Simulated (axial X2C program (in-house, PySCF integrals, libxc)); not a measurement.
Which molecule has these constants?

Calculated with an in-house all-electron X2C program for linear molecules (integrals from PySCF), spin-free (one-electron X2C) or two-component (2c: spin–orbit coupling with atomic mean-field Coulomb and Gaunt terms, which also bring small scalar terms), in Dyall basis sets with cores contracted in-house; open shells are unrestricted.

A two-component PBE0 calculation in a Dyall 3-zeta basis gave Re = 2.944 Å, ωe = 158.0 cm⁻¹, De = 0.59 eV, Ω = 1.

Question: Which molecule is it?
A. NaS⁺
B. NaSe⁺
C. NaTe⁺
D. NaO⁺

Answer: B. The others have NaO⁺ 2.490 Å and 193.5 cm⁻¹ (Ω = 1); NaTe⁺ 3.131 Å and 144.8 cm⁻¹ (Ω = 1); NaS⁺ 2.843 Å and 180.8 cm⁻¹ (Ω = 1).

Each entry is the lowest single determinant of a limited PBE0 search at one distance. De goes to single-determinant-based atoms at the same level (for ions the charge split of lowest energy) and is withheld (n/a) where an atom does not fit its ground term or J level. Main or longest-lived isotopes. One determinant is a doubtful description, or other states lie close, for NaSe⁺, NaO⁺, NaTe⁺, NaS⁺; these need not be ground states, and all values refer to the states named. Some open-shell Ω = 0 determinants are out of reach, so the Ω given for NaSe⁺, NaO⁺, NaTe⁺, NaS⁺ need not be the lowest component. With several unpaired electrons the Ω given is that of one determinant, not necessarily of the lowest component. Some light 2c atoms are not at their ground J level, so De misses part of their lowering (0.04 eV or less). The functionals have no current term, which raises determinants with orbital currents.
